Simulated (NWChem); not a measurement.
Species: C6H5 cation

```xyz
11

C      0.0000     0.0000    -1.1775
C      1.2742     0.0000    -0.8116
C      1.2124     0.0000     0.6167
C      0.0000     0.0000     1.3027
C     -1.2124     0.0000     0.6167
C     -1.2742     0.0000    -0.8116
H      2.1987     0.0000    -1.3934
H      2.1795     0.0000     1.1327
H      0.0000     0.0000     2.3946
H     -2.1795     0.0000     1.1327
H     -2.1987     0.0000    -1.3934
```
Atoms are numbered in this order, from 1.

Results from NWChem. Pople sets run with spherical d functions. The geometry was optimised at PBE0/def2-SVP. Level: PBE0/6-31G* with SMD (1 M gas to 1 M solution), gas-phase geometry. Reactions with the solvent are ignored.

### Question
Order these by “solvation free energy (kcal/mol)”, lowest first: chlorobenzene; chloroform; water; 2-propanol.

### Answer
2-propanol (-58.9), water (-57.7), chlorobenzene (-53.7), chloroform (-51.3)
